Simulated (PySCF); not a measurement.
[Ta(F)5], neutral singlet in the gas phase. 

Cartesian coordinates (Å):
```xyz
6

Ta    -0.0001     0.0000     0.0000
F      0.0089    -0.9990     1.6135
F     -0.0093     0.9992    -1.6133
F     -1.5447     0.8912     0.5605
F      1.6841     0.6936     0.4201
F     -0.1389    -1.5851    -0.9808
```
Charge 0, spin multiplicity 1.

All levels are single points at this geometry (PBE-D3(BJ)/def2-SVP); Pople sets use spherical d functions. Orbital energies aren't observables, and empty levels follow the basis.

```tsv
level	HOMO (eV)	LUMO (eV)	gap (eV)	dipole (D)	vertical IE, Delta-SCF (eV)
B3LYP-D3(BJ)/def2-TZVP in PySCF	-11.95	-3.07	8.88	0.00	–
TPSSh-D3(BJ)/def2-TZVP in PySCF	-11.12	-3.18	7.94	0.00	–
B3LYP/6-311+G** (LANL2DZ on Ta) in PySCF	-12.33	-4.02	8.31	0.00	–
M06-2X/6-31G* (LANL2DZ on Ta) in PySCF	-14.09	-2.17	11.92	0.00	–
PBE/6-31G* (LANL2DZ on Ta) in PySCF	-9.81	-3.54	6.28	0.00	–
HF/6-31G* (LANL2DZ on Ta) in PySCF	-17.67	0.37	18.05	0.00	–
```
